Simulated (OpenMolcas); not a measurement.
**Tm2+ in SrO**

Tm2+ with its 6 nearest oxide ions at 2.47 Å, on the Sr site of SrO (a = 5.1602 Å, distance in the model lattice 2.580 Å). The rest of the host is ab initio model potentials to 7.6 Å, with orthogonalisation functions on the cations behind the ligands, and point charges beyond; the distance is set by hand and nothing relaxes. Ligand basis ANO-RCC-VDZP.
```
Tm    0.0000    0.0000    0.0000
O     2.4700    0.0000    0.0000
O     0.0000    2.4700    0.0000
O    -2.4700    0.0000    0.0000
O     0.0000   -2.4700    0.0000
O     0.0000    0.0000    2.4700
O     0.0000    0.0000   -2.4700
```

* Program: OpenMolcas 26.06
* Method: CASSCF
* Basis: ANO-RCC-VDZP [7s6p4d2f1g]
* Scalar Hamiltonian: DKH2, point nucleus
* Active space: 13 electrons in 7 orbitals (4f)
* State averaging: 2S+1 = 2 odd, 7 roots
* Spin-orbit coupling: state interaction with AMFI integrals over the reference wave functions

The lowest spin-free states (labels of O, the rotations of Oh), above the lowest:

```
State  Degeneracy  E (cm-1)
  2T1           3       0.0
  2T2           3     350.3
  2A2           1     613.2
```

The lowest levels with spin-orbit coupling:

```csv
E (cm-1),Degeneracy,Label,2S+1,g
0.0,2,Γ6,2,2.66 2.66 2.66
216.2,4,Γ8,2,
502.8,2,Γ7,2,3.41 3.41 3.41
8928,4,Γ8,2,
9255,2,Γ7,2,1.41 1.41 1.41
```

Powder χT (cm3 K/mol): 0.687 at 2 K, 0.785 at 10 K, 1.27 at 50 K, 1.79 at 100 K, 2.25 at 200 K, 2.41 at 300 K. The effective moment at 300 K is 2.828 √(χT) = 4.39 μB.

Hund's rules give f13 the level 2F7/2 with g = 1.143, so an isolated free-ion multiplet has χT = g² J(J+1) / 8 = 2.571 cm3 K/mol. The computed 2.406 at 300 K differs by -6 %, through the field's splitting, the mixing of terms and any other multiplet in reach.

Stevens parameters of the J = 7/2 multiplet, which is 503 cm-1 wide (cm-1, z along the main axis): B40 = -2.584e-01, B44 = -1.292e+00, B60 = 6.664e-04, B64 = -1.397e-02.

Metal share of the active 4f orbitals (Löwdin): 100, 100, 100, 100, 100, 100, 100 %; Mulliken charge of the metal 1.83.

Without dynamic correlation the ligand-field splitting of an f shell can come out too small, at times by half. No measured value stands beside these numbers; the geometry was set by hand and not optimised.
